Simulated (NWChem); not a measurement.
# Correlation energy of CClF

```xyz
3

F      0.2527    -1.4738     0.0000
C     -0.6854    -0.5857     0.0000
Cl     0.1081     0.9870     0.0000
```
Charge 0, spin multiplicity 1.

Everything below was run with NWChem. Structure: optimised with B3LYP/def2-SVP, a minimum by its harmonic frequencies.

Basis set: cc-pVDZ. Each correlation energy counts from its own Hartree-Fock reference.

The correlated methods keep 7 core orbitals frozen. The structure started from a generated list of species. No row is a measurement; the coupled-cluster row has its own basis-set and correlation limits.

Q: For the correlation energy, RI-MP2 gives -435.0 mHa and MP2 gives -434.9 mHa. What do SCS-MP2, CR-CCSD[T], CR-CCSD(T) give?

A: SCS-MP2: -420.6 mHa; CR-CCSD[T]: -471.2 mHa; CR-CCSD(T): -469.8 mHa.
